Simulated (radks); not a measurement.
Neutral technetium inside a hard spherical wall (all orbitals vanish at R), configuration held at [Kr] 4d5 5s2 and not refilled when levels cross. All-electron calculation, scalar-relativistic Kohn-Sham, PBE, spin-unpolarised, spherical densities, finite nucleus; Fermi nuclear charge, rms radius 4.4112 fm. Program: a radial shooting solver on a logarithmic mesh with Libxc functionals. Eigenvalues in eV, with the zero of energy where the potential of the charges vanishes at infinity; a dash marks a level that is unbound or too diffuse for the functional's potential to be trusted. A positive occupied level is held by the wall or, in an anion where self-interaction has pushed it up, behind a barrier. The pressure on the wall is -dE/dV.

| R (bohr) | E (hartree) | kinetic (hartree) | e(4s) | e(4p) | e(4d) | e(5s) | e(5p, empty) | e(6s, empty) | pressure (GPa) |
|---|---|---|---|---|---|---|---|---|---|
| free | -4285.52774 | 4425.002 | -73.377 | -45.343 | -6.662 | -5.043 | -1.399 | - | 0 |
| 20 | -4285.52774 | 4425.002 | -73.377 | -45.343 | -6.662 | -5.043 | -1.399 | - | < 0.0001 |
| 12 | -4285.52769 | 4425.003 | -73.372 | -45.338 | -6.657 | -5.039 | -1.363 | 0.847 | 0.000909 |
| 10 | -4285.52724 | 4425.008 | -73.339 | -45.305 | -6.626 | -5.010 | -1.255 | 1.859 | 0.0137 |
| 8 | -4285.52268 | 4425.044 | -73.134 | -45.100 | -6.434 | -4.823 | -0.810 | 4.536 | 0.212 |
| 6 | -4285.47780 | 4425.300 | -72.038 | -44.016 | -5.437 | -3.683 | 1.159 | 12.913 | 3.76 |
| 5 | -4285.36471 | 4425.829 | -70.297 | -42.316 | -3.877 | -1.577 | 4.303 | 23.923 | 18.5 |
| 3.5 | -4284.37163 | 4429.683 | -62.206 | -34.568 | 3.810 | 11.747 | 21.927 | 74.382 | 318 |
| 3 | -4283.05899 | 4434.453 | -55.636 | -28.248 | 10.833 | 26.287 | 39.762 | 118.75 | 1030 |
| 2.5 | -4279.68541 | 4446.343 | -43.721 | -16.296 | 25.030 | 58.640 | 77.193 | 203.76 | 4060 |
| 1.5 | -4231.94332 | 4586.834 | 55.454 | 92.093 | 152.35 | 374.54 | 407.94 | 858.22 | 149000 |
